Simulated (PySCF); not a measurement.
## BeH₂, singlet: molecular constants

Method: PySCF, PBE0, basis Be def2-TZVP, H def2-TZVP (no relativity, density fitting).

The structure is a minimum.

```xyz
3
charge 0 multiplicity 1, angstrom
Be    0.0000    0.0000    0.0000
H     0.0000    0.0000    1.3388
H     0.0000    0.0000   -1.3388
```

| Quantity | Value |
| --- | --- |
| Point group | D∞h |
| Bond lengths | Be–H 1.339 Å (×2) |
| Bond angles | H–Be–H 180.0° |
| Rotational symmetry number | 2 |
| Lowest empty level | -0.74 eV |
| Rotational constants | 4.666 cm⁻¹ |
| Principal quadrupole moments (Buckingham, traceless) about the centre of mass | -4.67, 2.34, 2.34 D Å |
| Zero-point energy | 33.8 kJ/mol |
| Dipole moment | 0.00 D |
| Principal polarisabilities | 18.3, 18.3, 19.7 bohr³ |
| Atomisation energy without zero-point energy | 614 kJ/mol |
| Heat capacity Cp at 298.15 K | 35.9 J/(mol K) |
| Highest occupied level | -8.80 eV |
| Enthalpy at 298.15 K above 0 K | 9.25 kJ/mol |
| Entropy at 298.15 K and 1 bar | 175.4 J/(mol K) |

Harmonic modes (masses in u: Be 9.012, H 1.008):
| symmetry | ω (cm⁻¹) | IR (km/mol, summed over degenerate members) |
| --- | --- | --- |
| πu | 710 | 632 |
| σg+ | 2007 | 0.0 |
| σu+ | 2224 | 241 |

In D∞h the vibrations span πu + σg+ + σu+. The σg+ mode carries no infrared intensity, as symmetry demands. With a centre of inversion only u modes can be infrared active and only g modes Raman active.

Charges (e):
| atom | Mulliken | Löwdin | polar tensor | Mayer order to Be1 |
| --- | --- | --- | --- | --- |
| Be1 | 0.08 | 0.20 | 0.70 | – |
| H2,3 | -0.04 | -0.10 | -0.35 | 0.99 |

Mulliken populations on Be1: s 2.98, p 0.90, d 0.04.

Outer orbital energies (eV). occupied: -9.82, -8.80; empty: -0.74, -0.74, 0.96, 2.29.

Counting electrons, beryllium keeps none of its valence electrons outside its bonds, so the VSEPR class is AX2 and the expected shape is linear (D∞h), as computed.

The final relaxation and frequency run took 1.8 s on 2 threads of a shared AMD EPYC 9R45 96-Core (Zen 5) host, with 31 basis functions and 8 gradients; the process peaked at 0.44 GiB.
